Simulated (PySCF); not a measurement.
CH$_{6}$OSi (SMILES CO[SiH3]), singlet, at a GFN2-xTB geometry. Base run: M062X/6-31G in PySCF.

Here is a job for PySCF.
```python
from pyscf import gto, scf, dft, solvent

mol = gto.Mole()
mol.atom = '''
    Si    1.03708432   -0.23924067    0.13235057
    O    -0.43133578   -0.00227181   -0.51080097
    C    -1.60195767    0.43784834    0.10177339
    H     1.73608175   -0.68215069   -1.06080306
    H     1.57341653    0.99912999    0.70781928
    H     0.99719348   -1.24269778    1.20176566
    H    -1.46461899    1.42782301    0.54481462
    H    -2.38272208    0.49241985   -0.65852571
    H    -1.91609905   -0.25407046    0.88778862
'''
mol.basis = '6-31g'
mol.verbose = 4
mol.build()

mf = dft.RKS(mol)
mf.xc = 'm062x'
mf.kernel()
```

Each row names what was changed in the base input (with any setting that the change needs).

| change | ΔE vs base (kJ/mol) | dipole (D) | HOMO-LUMO gap (eV) |
|---|---|---|---|
| base | 0.00 | 1.51 | 10.45 |
| model = IEF-PCM; solvent = acetonitrile; r_probe = 0.5 | -5.25 | 1.72 | 10.50 |
| model = IEF-PCM; solvent = water | -13.32 | 1.89 | 10.56 |
| model = IEF-PCM; solvent = dimethylsulfoxide | -13.11 | 1.89 | 10.56 |
| model = IEF-PCM; solvent = acetonitrile; vdw_scale = 1.0 | -26.5 | 2.06 | 10.67 |
| model = IEF-PCM; solvent = acetonitrile; lebedev_order = 41 | -13.04 | 1.88 | 10.56 |
| model = C-PCM; solvent = acetonitrile | -13.20 | 1.89 | 10.56 |
| model = COSMO; solvent = acetonitrile | -13.00 | 1.88 | 10.56 |
| model = IEF-PCM; solvent = acetonitrile; vdw_scale = 1.1 | -18.30 | 1.96 | 10.61 |
| model = IEF-PCM; solvent = tetrahydrofuran | -10.65 | 1.81 | 10.54 |
| model = IEF-PCM; solvent = acetonitrile | -12.96 | 1.88 | 10.56 |
| model = SS(V)PE; solvent = acetonitrile | -12.69 | 1.86 | 10.56 |

The base is the gas phase, so ΔE is the electrostatic part of solvation at a fixed geometry, without cavity and dispersion terms.
